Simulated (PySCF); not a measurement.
TiCl₃, SMILES [Cl][Ti+]([Cl])[Cl], charge +1, multiplicity 1.

Geometry optimised at PBE0-D3(BJ)/def2-SVP. The multiplicity is an assumed one; other spin states were not compared. The isomer is the one that the SMILES or the coordinates give; other isomers of the formula were not compared.

Two levels are set side by side: TDA-PBE/def2-SVPD (PySCF) and TDA-M06-2X/def2-SVPD (PySCF). Vertical, same geometry. The lowest singlet is HOMO→LUMO 100 % with PBE and HOMO→LUMO 97 % with the other functional; states are paired by order. Differences are taken from unrounded values.

| quantity | TDA-M06-2X |
|---|---|
| lowest singlet excitation (eV) | 3.69 |
| lowest triplet excitation (TDA) (eV) | 3.63 |

Question: What does TDA-PBE give, and how far is it from TDA-M06-2X? (Estimate from the structure and the level; the computed values follow.)

Answer: 
| quantity | TDA-PBE | TDA-PBE minus TDA-M06-2X |
|---|---|---|
| lowest singlet excitation (eV) | 2.73 | -0.96 |
| lowest triplet excitation (TDA) (eV) | 2.67 | -0.96 |

Functionals without exact exchange tend to place singlet excitations lower, as here. Differences between two approximate levels are no errors against the true value.

Rough cost on one machine, each run with all the roots and properties that it gave: TDA-M06-2X against TDA-PBE about 7 times.
